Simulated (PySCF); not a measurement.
revPBE on Mo⁻ (molybdenum, charge -1), [Kr] 4d5 5s2, high-spin 6S determinant. Calculation: PySCF 2.14, in aug-cc-pVTZ-PP with one added diffuse shell each of s, p, d, f, g type with ECP28MDF (7s7p6d4f3g, 113 functions); a scalar-relativistic core potential.

```
cycle= 1 E= -67.9296788948964  delta_E= 9.32e-05  |g|= 0.0412  |ddm|= 6.44
cycle= 2 E= -67.9289384462752  delta_E= 0.00074  |g|= 0.0625  |ddm|= 1.16
cycle= 3 E= -67.9306700379169  delta_E= -0.00173  |g|= 0.00381  |ddm|= 0.145
cycle= 4 E= -67.9306818381156  delta_E= -1.18e-05  |g|= 0.000378  |ddm|= 0.19
cycle= 5 E= -67.9306832763349  delta_E= -1.44e-06  |g|= 0.000179  |ddm|= 0.135
cycle= 6 E= -67.9306837501929  delta_E= -4.74e-07  |g|= 4.79e-05  |ddm|= 0.117
cycle= 7 E= -67.9306837638858  delta_E= -1.37e-08  |g|= 2.87e-06  |ddm|= 0.0216
cycle= 8 E= -67.9306837638622  delta_E= 2.37e-11  |g|= 8.82e-07  |ddm|= 0.000535
converged SCF energy = -67.9306837638622  <S^2> = 9.7396097  2S+1 = 6.3212688
```

Highest occupied orbital energy: 0.606 eV; ⟨L²⟩ = 0.00; populations by l: s 4.00, p 6.00, d 5.00, f 0.00.

Problem. Can this result be used?

Solution. With care. Self-consistency was reached. Energies and moments cover only the electrons outside the core potential. ⟨S²⟩ = 9.74 against 8.75 shows spin contamination. At revPBE the highest occupied level has a positive energy, so only the finite basis holds that electron; in a semilocal or global hybrid functional this comes from self-interaction and does not mean that the real anion is unbound.
